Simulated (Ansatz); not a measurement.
```xyz
17

Ni    0.0000    0.0000    0.0000
P     1.2413    1.2413    1.2413
H     2.5781    0.8948    1.5500
H     1.5500    2.5781    0.8948
H     0.8948    1.5500    2.5781
P     1.2413   -1.2413   -1.2413
H     1.0808   -2.6462   -1.2959
H     1.2959   -1.0808   -2.6462
H     2.6462   -1.2960   -1.0808
P    -1.2413    1.2413   -1.2413
H    -0.6982    2.2356   -2.0892
H    -2.0892    0.6982   -2.2356
H    -2.2356    2.0892   -0.6982
P    -1.2413   -1.2413    1.2413
H    -2.4833   -0.7911    1.7485
H    -1.7485   -2.4833    0.7911
H    -0.7912   -1.7485    2.4833
```

Basis set: def2-TZVP on H, P; pcseg-2 on Ni (spherical functions). Charge 0, multiplicity 1.

Computed with Ansatz (development build ahead of 0.2.0); each method stands on the lowest determinant of its kind that the runs found. Restricted functionals stand beside restricted open-shell atoms, which can lie above the unrestricted atoms usual in DFT and then raise those values.

(1) Give the atomization energy at this shape (free ground-state atoms in the same class of orbitals less the molecule, no zero-point energy) of singlet NiP₄H₁₂ by ωB97X (restricted), PBE0 (restricted), PBE0 (unrestricted), RHF.

Results:

(1)

```tsv
method	atomization energy
ωB97X (restricted)	46.98 eV
PBE0 (restricted)	45.58 eV
PBE0 (unrestricted)	45.54 eV
RHF	26.31 eV
```

Caution: other spin multiplicities were not run. Caution for ωB97X (restricted), RHF: no unrestricted run beside it, a lower state can exist.

The shape needn't be a minimum at these levels.
